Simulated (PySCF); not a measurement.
## Ge: electron affinity

Ge- [Ar] 3d10 4s2 4p3 (4S) → Ge [Ar] 3d10 4s2 4p2 (3P), as a difference of total energies. All numbers are calculated (PySCF 2.14, scalar relativity by spin-free X2C-1e, in x2c-TZVPPall with one added diffuse shell each of s, p, d type (7s6p5d1f, 57 functions)). Correlated levels: valence and next inner shell: [Ne] frozen. The calculations carry no spin-orbit coupling.

```json
{"method": "UHF", "electron affinity (eV)": "0.851"}
{"method": "MP2 (valence and next inner shell)", "electron affinity (eV)": "1.325"}
{"method": "SCS-MP2 (valence and next inner shell)", "electron affinity (eV)": "1.152"}
{"method": "CCSD (valence and next inner shell)", "electron affinity (eV)": "1.275"}
{"method": "CCSD(T) (valence and next inner shell)", "electron affinity (eV)": "1.317"}
```

How much does correlation contribute at CCSD(T) (valence and next inner shell)?

1.317 − (0.851) = 0.466 eV, measured against UHF.

A first-order spin-orbit estimate (lowest level to lowest level, LS coupling) adds -0.102 eV.

Errors of the correlated levels include the incompleteness of this basis and the frozen core.

For comparison: 1.233 eV (measured; photodetachment measurements, as compiled on the Wikipedia data page of electron affinities).
